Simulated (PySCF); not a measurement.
HNSi, SMILES N#[SiH]. Geometry optimised at B3LYP-D3(BJ)/def2-TZVPD.

Method: B3LYP-D3(BJ)/def2-TZVPD run with PySCF.

Harmonic wavenumbers (cm⁻¹): 236, 236, 1236, 2199. Rotational constants (GHz): 18.94 (linear); symmetry number 1.

Problem. Work out the zero-point energy and the ideal-gas rigid-rotor harmonic-oscillator thermochemistry at 298.15 K and 1 atm.

Solution. ZPE = ½ Σ hcν = ½ × 3908 cm⁻¹ = 23.37 kJ/mol. H − E(el) = 34.75 kJ/mol. Entropy in J/(mol K): translation 155.68, rotation 56.48, vibration 15.48, total 227.64. G − E(el) = -33.12 kJ/mol. Cp = 44.83 J/(mol K).
